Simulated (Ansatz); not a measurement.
Consider the formal exchange of groups at a Ge–Cl bond: `[CH3][GeH]([NH2])[Cl]` + `C=O` → `[CH3][GeH]([NH2])[CH]=O` + HCl.

Computed with Ansatz on PBE0-D4/def2-TZVP structures; ΔE is electronic, products minus reactants. CBS: MP2 limit from def2 TZ/QZ plus the TZ coupled-cluster correction, frozen cores. This one scheme is used for every species. Functionals use def2-TZVPP. B3LYP here is the variant with VWN-RPA as its local correlation; programs differ in this. For Ge outer-core shells are correlated without core-valence functions, which leaves a few kJ/mol of doubt a bond. Scalar relativity is left out up to krypton. Each species was taken in one conformer, which may not be the lowest.

(1) Is it downhill or uphill in electronic energy at CCSD(T)/CBS, and by how much? (Best estimate.)

(2) What do these levels give: r2SCAN-D4, ωB97X-V, B2PLYP, r2SCAN, B3LYP, CCSD(T)/def2-TZVPP? (Best estimate.)

Largest T1 diagnostic among the species: 0.015.

## Answers

(1) Computed: Uphill: ΔE = +1.18 eV.

(2) Ansatz gave: r2SCAN-D4 1.19, ωB97X-V 1.21, B2PLYP 1.22, r2SCAN 1.20, B3LYP 1.20, CCSD(T)/def2-TZVPP 1.16 eV.

In def2-TZVPP, CCSD(T) changes the Hartree–Fock value by −0.24 eV (the triples alone add −0.02 eV) and MP2 by −0.18 eV. From PBE to PBE0 (25 % exact exchange), in def2-TZVPP and without D4, ΔE moves by +0.07 eV.
